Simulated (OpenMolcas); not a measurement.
# Er3+: effect of the basis set

```
Program             : OpenMolcas
Method              : CASSCF
Active space        : 11 electrons in 7 orbitals (4f)
State averaging     : 2S+1 = 4 odd, 35 roots (21 in the spin-orbit step); 2S+1 = 2 odd, 112 roots (20 in the spin-orbit step)
Spin-orbit coupling : state interaction with AMFI integrals over the reference wave functions, term energies averaged over their components
```

A. ANO-RCC-MB [6s5p3d1f], DKH2, point nucleus; cost of the order of 18 core-seconds
B. ANO-R2 [9s6p4d3f1g], X2C, finite nucleus; cost of the order of 40 core-seconds
C. ANO-R3 [10s8p5d5f3g2h], X2C, finite nucleus; cost about 26 core-seconds

Energies in eV above 4f11 4I* 15/2, the measured ground level; measured values from the list in Tchang-Brillet, Wyart, Meftah and Ait Mammar, Atoms 6, 52 (2018).

```
              Level       A       B       C  Measured
      4f11 4I* 15/2  0.0000  0.0000  0.0000    0.0000
      4f11 4I* 13/2  0.7212  0.7538  0.7556    0.8069
      4f11 4I* 11/2  1.1908  1.2465  1.2487    1.2611
       4f11 4I* 9/2  1.5007  1.5729  1.5747    1.5459
4f11 4F* 9/2 [65 %]  2.1842  2.2893  2.2878    1.9100
```

Deviations, from unrounded energies. A percentage is the sum of absolute deviations over the sum of measured energies, with the sign that they share, or ± where signs differ.

```tsv
Against measurement	Levels	A	B	C
mean absolute deviation (cm-1)	4	960	960	950
fine structure of the ground term (%)	3	-5.6	±2.6	±2.6
other terms of the ground configuration (%)	1	+14.4	+19.9	+19.8
```

A, B, C lie about equally close to measurement. The largest miss of C in the table is 4f11 4F* 9/2 [65 %], by +3000 cm-1. The ranking rests on the paired levels alone, and a cruder setting can come out closer through cancelling errors.

Among A to C the level of the table that moves most is 4f11 4F* 9/2 [65 %], by 850 cm-1 (lowest in A, highest in B).

High states are left out of the spin-orbit mixing, which shifts the levels that they would mix with. Without dynamic correlation excited terms often stand tens of per cent too high (terms of higher spin than the ground term too low), and those without a measured partner can miss by more than the paired ones. Some levels mix across a computed gap that differs much from the measured one, so their mixing is not that of the real levels. The basis is small and was not contracted for so high a charge (holds for A). Measured partners are found by configuration, term and J. A level has none where our copy of the source lacks it or the pairing is in doubt (some pairs that miss far off the trend of their configuration count as doubtful), and it then counts in no deviation. Only configurations of the active space appear. Levels that lie high or do not pair safely by name in every column are left out.

A share in square brackets marks a mixed level and gives the weight of the term that names it, the lowest over the columns. * marks odd parity.
